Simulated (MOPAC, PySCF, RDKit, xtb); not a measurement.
Pair of molecules: CH4O (SMILES CO) (first 6 atoms) with CHN (SMILES C#N); geometry from B3LYP-D3(BJ)/def2-TZVP, rigid monomers moved along the line of their centres of mass till O2···H9 is 1.77 Å.
(charge 0, multiplicity 1):
```xyz
9

C      0.070     0.085    -0.294
O     -0.825    -0.337     0.735
H      0.714    -0.732    -0.629
H      0.694     0.868     0.135
H     -0.470     0.498    -1.150
H     -1.391    -1.038     0.399
C     -0.166     0.267     3.442
N      0.147     0.539     4.512
H     -0.456     0.012     2.435
```

Interaction energies are E(AB) − E(A) − E(B) at the monomers' geometry in the complex; basis-set methods are counterpoise corrected. Rows marked so take none. RDKit's UFF carries no charges.

Rows in 6-31G* carry no dispersion term and start afresh at each structure (6-31G* with six Cartesian d functions). The state that PM7 reach isn't checked; PM7 holds dispersion and hydrogen-bond terms.

The values were computed with MOPAC for PM7 (differences of heats of formation); PySCF for 6-31G* rows; RDKit for the force fields; xtb for the GFN methods. Each number belongs to the level named beside it.

One of these levels gives 53.44 kcal/mol for the interaction energy. Which one is it?
A) PM7
B) UFF
C) BP86/6-31G* (no counterpoise)
D) GFN1-xTB

B, UFF. The others give -2.20 (PM7), 0.95 (GFN1-xTB), -6.06 (BP86/6-31G* (no counterpoise))
